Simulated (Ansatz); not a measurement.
Ansatz (a quantum-chemistry and plane-wave program) input:

Ansatz 0.2 input:
```yaml
crystal:
  periodic: [false, false, false]
  atoms:
    - {symbol: Sn, position_ang: [-0.22632255, -0.10713605, -0.18719715]}
    - {symbol: O, position_ang: [1.25384322, 0.49019374, 1.01936476]}
    - {symbol: H, position_ang: [1.28538196, 1.43525240, 1.20493941]}
basis:
  gaussian:
    orbitals: def2-SVPD
magnetization: {spin_polarized: true, initial_magnetization: 1}
correlation: {method: ccsd_t, electrons: outside_noble_gas}
output: {forces: true}
```

Problem. Predict the final energy.

Solution. -289.02859 Eh (CCSD(T)/def2-SVPD). The basis has 63 functions.

It need not be the lowest isomer of its formula.
